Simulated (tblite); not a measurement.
Compound: C2H11FOSi3.
Atom-mapped SMILES: `[CH3:1][CH2:2][SiH2:3][O:4][SiH2:5][SiH2:6][F:7]` (hydrogens: H8, H9, H10 on C1; H11, H12 on C2; H13, H14 on Si3; H15, H16 on Si5; H17, H18 on Si6)

Computed with GFN2-xTB (tblite), gas phase: L-BFGS steps from a force-field or distance-geometry start until the largest atomic force falls under 0.01 eV/Å.

Step 88: E = -654.3430 eV
```
atom  x, y, z in Å  |  force x, y, z in eV/Å
C1     -3.4303    0.3951   -0.5638    0.009   0.001  -0.061
C2     -2.1900   -0.2427    0.0525   -0.017   0.020  -0.039
Si3    -0.6309   -0.0498   -1.0144    0.022   0.055   0.042
O4      0.6061   -0.4461   -0.0429    0.067  -0.027  -0.007
Si5     2.0948   -0.7867    0.5114   -0.041  -0.041   0.032
Si6     3.5923    0.5652   -0.5747    0.033   0.015  -0.041
F7      4.8702   -0.3449   -0.9786    0.004   0.019   0.039
H8     -3.2757    1.4567   -0.7439    0.024   0.004   0.058
H9     -3.6620   -0.0643   -1.5211    0.001  -0.054  -0.032
H10    -4.2978    0.2809    0.0838    0.009  -0.003   0.024
H11    -2.0098    0.2011    1.0354   -0.027  -0.036  -0.028
H12    -2.3830   -1.3062    0.2206   -0.016   0.069   0.040
H13    -0.6078   -0.9464   -2.1733   -0.013  -0.010   0.035
H14    -0.3968    1.3361   -1.4406   -0.017  -0.029   0.034
H15     2.2954   -2.2236    0.2867   -0.035  -0.028  -0.017
H16     1.9937   -0.5799    1.9665   -0.004   0.026  -0.078
H17     3.2171    1.1351   -1.8701   -0.008   0.008   0.006
H18     4.2056    1.6266    0.2252    0.010   0.012  -0.007
```

Step 89: E = -654.3455 eV
```
atom  x, y, z in Å  |  force x, y, z in eV/Å
C1     -3.4360    0.3889   -0.5678   -0.019   0.026  -0.072
C2     -2.1952   -0.2393    0.0590   -0.032   0.034  -0.065
Si3    -0.6326   -0.0413   -1.0009    0.003   0.033  -0.026
O4      0.6122   -0.4052   -0.0275    0.010  -0.025  -0.018
Si5     2.0987   -0.7886    0.4997    0.001  -0.022   0.046
Si6     3.6026    0.5610   -0.5785    0.002   0.035  -0.001
F7      4.8893   -0.3437   -0.9560    0.054  -0.023   0.014
H8     -3.2929    1.4545   -0.7378    0.034  -0.018   0.049
H9     -3.6546   -0.0655   -1.5331    0.020  -0.032   0.049
H10    -4.3087    0.2634    0.0727    0.032  -0.015  -0.008
H11    -2.0170    0.2124    1.0380   -0.057  -0.033  -0.004
H12    -2.3901   -1.3010    0.2326    0.013   0.053   0.043
H13    -0.6026   -0.9547   -2.1477   -0.007  -0.003   0.041
H14    -0.4167    1.3396   -1.4528   -0.010  -0.033   0.049
H15     2.2753   -2.2243    0.2549   -0.037  -0.043  -0.024
H16     2.0157   -0.5987    1.9571   -0.006   0.022  -0.051
H17     3.2417    1.1228   -1.8799   -0.011   0.018  -0.016
H18     4.2022    1.6259    0.2266    0.009   0.028  -0.007
```

Step 90: E = -654.3465 eV
```
atom  x, y, z in Å  |  force x, y, z in eV/Å
C1     -3.4474    0.3801   -0.5708   -0.036   0.029  -0.054
C2     -2.2030   -0.2311    0.0660   -0.028   0.033  -0.054
Si3    -0.6384   -0.0274   -0.9894    0.071  -0.015  -0.027
O4      0.6164   -0.3449   -0.0079    0.065  -0.057  -0.023
Si5     2.1030   -0.7885    0.4873   -0.108  -0.011   0.003
Si6     3.6207    0.5558   -0.5822    0.008   0.028  -0.003
F7      4.9228   -0.3425   -0.9249    0.030  -0.021   0.020
H8     -3.3187    1.4494   -0.7314    0.030  -0.035   0.029
H9     -3.6493   -0.0742   -1.5407    0.026  -0.010   0.073
H10    -4.3258    0.2385    0.0604    0.063  -0.016  -0.024
H11    -2.0298    0.2301    1.0411   -0.071  -0.017   0.010
H12    -2.3901   -1.2918    0.2512    0.018   0.034   0.030
H13    -0.5937   -0.9665   -2.1178   -0.008   0.024   0.067
H14    -0.4432    1.3461   -1.4710   -0.007  -0.033   0.054
H15     2.2434   -2.2247    0.2057   -0.045   0.012  -0.014
H16     2.0396   -0.6325    1.9509   -0.005   0.017  -0.079
H17     3.2850    1.1031   -1.8983   -0.006   0.009   0.017
H18     4.1996    1.6273    0.2305    0.004   0.030  -0.024
```

Q: Estimate the geometry and energy of step 91. (The exact step hangs on the optimiser's Hessian estimate; all steps are aligned on step 90, rigid shifts and turns removed.)

A: E = -654.3480 eV, largest force 0.107 eV/Å
```
atom  x, y, z in Å  |  force x, y, z in eV/Å
C1     -3.4445    0.3828   -0.5764   -0.020   0.032  -0.031
C2     -2.2048   -0.2322    0.0641   -0.007   0.010  -0.025
Si3    -0.6331   -0.0291   -0.9798   -0.019  -0.065  -0.083
O4      0.6248   -0.3507   -0.0094   -0.061  -0.010  -0.007
Si5     2.1043   -0.7917    0.4885    0.056   0.002  -0.032
Si6     3.6172    0.5572   -0.5869   -0.023   0.004   0.050
F7      4.9215   -0.3333   -0.9341    0.063  -0.054   0.003
H8     -3.3100    1.4527   -0.7258    0.010  -0.032  -0.008
H9     -3.6439   -0.0686   -1.5484    0.032   0.017   0.079
H10    -4.3237    0.2397    0.0527    0.043  -0.016  -0.025
H11    -2.0360    0.2227    1.0414   -0.065   0.033   0.045
H12    -2.3974   -1.2904    0.2513    0.023  -0.021   0.003
H13    -0.5879   -0.9716   -2.1035   -0.011   0.013   0.032
H14    -0.4391    1.3408   -1.4594    0.004   0.036   0.031
H15     2.2353   -2.2264    0.2104   -0.020  -0.040  -0.019
H16     2.0360   -0.6270    1.9457    0.006   0.020   0.013
H17     3.2732    1.1062   -1.8981   -0.013   0.020  -0.011
H18     4.1992    1.6252    0.2266    0.001   0.051  -0.013
```

The energy changes by -0.0015 eV. The first-order estimate −F·Δx gives -0.0041 eV and the mean of the old and new forces, exact on a quadratic surface, -0.0015 eV. The step makes an angle of 70° with the force vector and moves no atom by more than 0.016 Å.

The cost below is that of the whole relaxation. The run took 3.1 s of wall time on one thread of an Arm Neoverse N1, shared host.
